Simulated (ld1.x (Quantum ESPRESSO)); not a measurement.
## Ga, PAW: configuration errors across variants

| Property | Result |
| --- | --- |
| Element | Ga (Z = 31) |
| Generator | ld1.x (Quantum ESPRESSO) 7.5 |
| Type | PAW |
| Functional | PBE |
| Relativity | scalar-relativistic |
| Frozen core | [Ar] 3d10 |
| Valence charge | 3 |
| Reference configuration | 4s2 4p1 |
| Partial waves | 4s (bound): rcut 1.35, rcutus 1.70 bohr; 4s channel at 2.7 Ry: rcut 1.35, rcutus 1.70 bohr; 4p (bound): rcut 2.15, rcutus 2.65 bohr; 4p channel at 3.45 Ry: rcut 2.15, rcutus 2.65 bohr; 4d channel at 0.2 Ry: rcut 2.15, rcutus 2.35 bohr; 4d channel at 0.55 Ry: rcut 2.15, rcutus 2.35 bohr |
| Local potential | all-electron potential smoothed inside 1.75 bohr (lloc = -2) |
| Core correction | Bessel-smoothed model core, default radius (core density twice the valence density) |
| Augmentation charge | PSQ, inside the norm-conserving radii |

All-electron excitation energies from the reference (eV): (1) 4s2 4p0 5.688; (2) 4s1 4p0 26.816; (3) 4s2 4p0.5 2.030; (4) 4s2 4p1.3 -0.534.

The default core radius of the base comes out at 1.55 bohr.

1 further variants failed, have other tests or too few solved ones, and are left out.

A true bound ghost makes a file unfit for plane-wave use even where its test errors are small: the radial tests pick states by their node count and pass the ghost by.

Errors AE − PS in meV (a dash: test not solved or not reliable):

```csv
change,(1),(2),(3),(4),bound ghosts
base,-13,-204,-1.9,-0.1,d
core correction Bessel-smoothed model core inside 0.72 bohr,-13,-204,-1.9,-0.1,d
core correction Bessel-smoothed model core inside 0.84 bohr,-13,-204,-1.9,-0.1,d
core correction Bessel-smoothed model core inside 1.00 bohr,-13,-204,-1.9,-0.1,d
core correction Bessel-smoothed model core inside 1.20 bohr,-13,-204,-1.9,-0.1,d
core correction Bessel-smoothed model core inside 1.32 bohr,-13,-204,-1.9,-0.1,d
core correction Bessel-smoothed model core inside 1.56 bohr,-13,-204,-1.9,-0.1,d
core correction Bessel-smoothed model core inside 1.70 bohr,-13,-204,-1.9,-0.1,d
core correction Bessel-smoothed model core inside 1.92 bohr,-13,-204,-1.9,-0.1,d
```

Task: Give the same row for: core correction Bessel-smoothed model core inside 2.04 bohr.

Result: -13, -203, -1.9, -0.1; bound ghosts: d.
